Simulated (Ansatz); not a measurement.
Ansatz (a first-principles code) input (CCSD(T)/aug-cc-pVTZ):

Ansatz 0.2 input:
```yaml
crystal:
  periodic: [false, false, false]
  atoms:
    - {symbol: O, position_ang: [1.96853351, -0.18525532, 0.40525519]}
    - {symbol: C, position_ang: [0.66126798, 0.12940574, 0.06613575]}
    - {symbol: C, position_ang: [0.10237158, 1.21606802, -0.50641853]}
    - {symbol: C, position_ang: [-1.28502413, 0.75881371, -0.57799561]}
    - {symbol: C, position_ang: [-1.42724335, -0.49188516, -0.05701915]}
    - {symbol: O, position_ang: [-0.20010033, -0.94784875, 0.36453468]}
    - {symbol: H, position_ang: [1.91787331, -0.77530393, 1.16608728]}
    - {symbol: H, position_ang: [-2.11708118, 1.33023559, -0.97938630]}
    - {symbol: H, position_ang: [-2.25649004, -1.16451308, 0.10676526]}
basis:
  gaussian:
    orbitals: aug-cc-pVTZ
total_charge: -1
magnetization: {spin_polarized: false}
correlation: {method: ccsd_t, electrons: outside_noble_gas}
```

End of the output:

```
integrals: 4.18 GiB planned
2049 factors; integrals over basis functions are off by at most 8.8e-4 eV
2.12 GiB of device memory are held for the factors and their scratch space
mean field: 2.20 GiB planned
mean field evaluation 1: about -8238.0840 eV, gradient 4.3e1 eV
mean field evaluation 2: about -8238.3460 eV, gradient 4.3e1 eV
mean field evaluation 4: about -8243.4032 eV, gradient 6.0e0 eV
mean field evaluation 8: about -8243.5527 eV, gradient 6.7e-1 eV
mean field evaluation 16: about -8243.5556 eV, gradient 4.0e-6 eV
mean field -8243.55563870 eV, -302.9450820395 hartree, gradient 4.0e-6 eV, S^2 0.000000; 0 other end points of the search recorded, 0 dependent functions left out; unrestricted orbitals would lower it
6 core orbitals not correlated
reference -8243.55563870 eV, -302.9450820395 hartree; 16, 16 occupied and 323, 323 virtual orbitals, 2049 factors
second order -31.02804901 eV of doubles, -0.00000000 eV of singles
coupled cluster: 25.38 GiB planned
cycle   1  -30.06505255 eV  change    9.6e-1 eV  update   1.4e-1
cycle   2  -30.89623316 eV  change   -8.3e-1 eV  update   4.7e-2
cycle   3  -31.09392638 eV  change   -2.0e-1 eV  update   2.3e-2
cycle   4  -31.07380610 eV  change    2.0e-2 eV  update   7.6e-3
cycle   5  -31.06714065 eV  change    6.7e-3 eV  update   4.3e-3
cycle   6  -31.06923774 eV  change   -2.1e-3 eV  update   1.9e-3
cycle   7  -31.06955232 eV  change   -3.1e-4 eV  update   8.9e-4
cycle   8  -31.06882323 eV  change    7.3e-4 eV  update   4.0e-4
cycle   9  -31.06866435 eV  change    1.6e-4 eV  update   1.6e-4
cycle  10  -31.06892836 eV  change   -2.6e-4 eV  update   8.9e-5
cycle  11  -31.06880950 eV  change    1.2e-4 eV  update   4.2e-5
cycle  12  -31.06879209 eV  change    1.7e-5 eV  update   1.7e-5
perturbative correction -1.63682588 eV, -0.0601522417 hartree
Total energy: -8276.26125667 eV, -304.1469913311 hartree
```

It need not be the lowest isomer of its formula. Whether it binds its extra electron was not tested at this geometry.
